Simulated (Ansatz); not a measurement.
`C[SiH]1[CH2][SnH2]1` + `[CH3][AlH][OH]` → `O[SiH]1[CH2][SnH2]1` + `[CH3][AlH][CH3]`  (redistribution)

Gas-phase electronic energies from Ansatz, PBE0-D4/def2-TZVP geometries. CCSD(T)/CBS is the MP2 limit (def2-TZVPP, def2-QZVPP) plus CCSD(T) − MP2 in def2-TZVPP, frozen cores. Functionals use def2-TZVPP. def2 core potentials past Kr. For Sn outer-core shells are correlated without core-valence functions, which leaves a few kJ/mol of doubt a bond. One conformer a species, not always the lowest.

```json
{"species": "`C[SiH]1[CH2][SnH2]1`", "PBE-D4 energy (Eh)": "-584.55467"}
{"species": "`[CH3][AlH][OH]`", "PBE-D4 energy (Eh)": "-358.60468"}
{"species": "`O[SiH]1[CH2][SnH2]1`", "PBE-D4 energy (Eh)": "-620.50254"}
{"species": "`[CH3][AlH][CH3]`", "PBE-D4 energy (Eh)": "-322.63432"}
```

Problem. Work out ΔE.

Solution. ΔE = (-620.50254) + (-322.63432) − (-584.55467) − (-358.60468) = 0.02249 Eh = +14.1 kcal/mol. CCSD(T)/CBS gives +15.2 kcal/mol.

Largest T1 diagnostic among the species: 0.014.

In def2-TZVPP, CCSD(T) changes the Hartree–Fock value by +1.5 kcal/mol (the triples alone add +0.1 kcal/mol) and MP2 by +2.2 kcal/mol.
